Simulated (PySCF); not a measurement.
**What builds the first ionisation energy along group 10**

All values are computed (PySCF 2.14, energy differences of UHF-based or UKS calculations, no spin-orbit coupling). Each column adds one step, in eV (sums use unrounded values): valence MP2, valence CCSD, valence triples, then the next inner shell at CCSD(T) (Ni 3s 3p, Pd 4s 4p, Pt 5s 5p). References (NIST) marked * lie between the lowest fine-structure levels; the others compare directly ((s) semi-empirical, (t) theoretical).

| element | UHF | + MP2 | + CCSD | + (T) | + inner shell | sum | reference |
| --- | --- | --- | --- | --- | --- | --- | --- |
| Ni [Ar] 3d8 4s2 → [Ar] 3d9 (def2-TZVPPD, non-relativistic) | 7.715 | -1.334 | 0.852 | -0.027 | -0.107 | 7.099 | 7.640 * |
| Pd [Kr] 4d10 → [Kr] 4d9 (def2-TZVPPD with the def2 core potential (28 electrons), ECP) | 6.225 | 2.178 | -0.498 | 0.150 | -0.012 | 8.043 | 8.512 |
| Pt [Xe] 4f14 5d9 6s1 → [Xe] 4f14 5d9 (def2-TZVPPD with the def2 core potential (60 electrons), ECP) | 7.576 | 1.284 | -0.231 | 0.056 | 0.124 | 8.809 | 8.959 * |

What remains against the references is mostly basis incompleteness and, for starred values, spin-orbit coupling.

These are valence bases, so the inner-shell step is incomplete.
